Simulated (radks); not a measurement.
Results of a calculation; reference values are marked as such.
Question: The mean radii <r> (bohr) of the occupied orbitals of an atom or ion are listed with their occupations. Code: a radial shooting solver on a logarithmic mesh with Libxc functionals. Model: Dirac Kohn-Sham, PBE, spin-unpolarised, spherical densities, finite nucleus; Fermi nuclear charge, rms radius of each element as measured or else 0.836 A^(1/3) + 0.57 fm.

orbital  occ.      <r>
1s1/2       2  0.01867
2s1/2       2  0.07835
2p1/2       2  0.06487
2p3/2       4  0.07271
3s1/2       2   0.2043
3p1/2       2   0.1942
3p3/2       4   0.2088
3d3/2       4   0.1829
3d5/2       6   0.1874
4s1/2       2   0.4587
4p1/2       2   0.4645
4p3/2       4   0.4976
4d3/2       4   0.5165
4d5/2       6   0.5279
5s1/2       2    1.088
5p1/2       2    1.191
5p3/2       3    1.283
4f5/2       6   0.6271
4f7/2       8   0.6370
5d3/2       2    1.689

Name the element and its charge.

Answer: Z = 73, tantalum, charge +4: Ta4+ in [Kr] 4d10 4f14 5s2 5p(1/2: 2, 3/2: 3) 5d(3/2: 2, 5/2: 0). The 1s radius gives Z: for a bare nucleus <r> = (2 gamma + 1)/(2Z) with gamma = sqrt(1 - (Z/c)^2), 0.01844 bohr for Z = 73, and screening makes it slightly larger (0.01867 here). The occupations add up to 69, and the charge is Z minus that.
